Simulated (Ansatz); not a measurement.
A structure relaxed at r2SCAN-D4/def2-SVP in Ansatz, charge 0, singlet:

```tsv
atom	x (Å)	y (Å)	z (Å)
V1	0.222	-0.269	0.338
O2	-1.225	-1.081	-0.489
O3	-0.467	-0.431	-1.573
O4	1.532	-1.111	0.456
O5	0.365	1.464	0.591
H6	-1.035	0.330	-1.802
H7	1.183	1.913	0.849
H8	-0.574	-0.815	1.631
```

Question: Give its formula.

Answer: the cluster VO4H3.

Question: Summarise the bond lengths by kind (pairs closer than 1.2 times the sum of covalent radii, bridged metal pairs left out).

Answer: 4 × O–V 1.56 to 2.04 Å; 1 × O–O 1.47 Å; 2 × H–O 0.97 to 0.98 Å; 1 × H–V 1.61 Å. The metal has 5 neighbours: O 1.85 Å, O 2.04 Å, O 1.56 Å, O 1.76 Å, H 1.61 Å.

The structure holds one bond between oxygen atoms, so isomers without such links may lie far lower. The restricted singlet is unstable towards broken spin symmetry in Hartree–Fock (as tested in another run); at r2SCAN-D4/def2-SVP this wasn't settled. The structure comes from a short search, and lower isomers may exist.
